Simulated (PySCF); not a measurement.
Finite-field polarisability of Ge⁻ (germanium, charge -1)

[Ar] 3d10 4s2 4p3, high-spin 4S determinant. Computed with PySCF 2.14 in aug-cc-pVQZ-DK (8s7p5d3f2g, 93 functions), with scalar relativity by spin-free X2C-1e. Frozen: [Ar] 3d10. Energy changes in a uniform field (μhartree):

```json
{"axis": "x", "F (au)": "0.0012", "HF": "-97.712", "MP2": "-97.607", "CCSD": "-100.050", "CCSD(T)": "-101.468"}
{"axis": "x", "F (au)": "0.0024", "HF": "-392.004", "MP2": "-391.334", "CCSD": "-401.228", "CCSD(T)": "-406.900"}
```

Task: Derive α along x at CCSD(T) from the two fields.

Result: With ΔE = −αF²/2 − γF⁴/24, α = −(16 ΔE(F) − ΔE(2F))/(6F²) = 140.8 bohr³.

Task: And the mean polarisability at each level?

Result: HF 135.6, MP2 135.5, CCSD 138.8, CCSD(T) 140.8 bohr³.

The polarisability of an anion needs two sets of diffuse s and p functions; this basis lacks them, so these values show the method and not the converged property.
